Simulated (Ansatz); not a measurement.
Two isomers of C2H6FISi: A = `C[Si](C)(F)I`, B = `FC[SiH2]CI`.

Computed with Ansatz on PBE0-D4/def2-TZVP structures; ΔE is electronic, products minus reactants. CBS: MP2 limit from def2 TZ/QZ plus the TZ coupled-cluster correction, frozen cores. DFT in def2-TZVPP. B3LYP here is the variant with VWN-RPA as its local correlation; programs differ in this. def2 core potentials past Kr. For I outer-core shells are correlated without core-valence functions, which leaves a few kJ/mol of doubt a bond. One conformer a species, not always the lowest.

(1) Which is lower in electronic energy at CCSD(T)/CBS, and by how much? (Estimate.)

(2) Give E(B) − E(A) in kcal/mol with CCSD/def2-TZVPP, B3LYP-D4, r2SCAN-D4, PBE0-D4, MP2/def2-TZVPP, HF/def2-TZVPP, B2PLYP. (Best estimate.)

Largest T1 diagnostic: 0.010.

Answers

(1) Computed: A, by 96.7 kcal/mol.

(2) Computed: CCSD/def2-TZVPP 95.7, B3LYP-D4 94.4, r2SCAN-D4 98.1, PBE0-D4 95.8, MP2/def2-TZVPP 99.5, HF/def2-TZVPP 97.5, B2PLYP 96.1. None reverses the order clearly.

From PBE to PBE0 (25 % exact exchange), in def2-TZVPP and without D4, E(B) − E(A) moves by +3.0 kcal/mol.
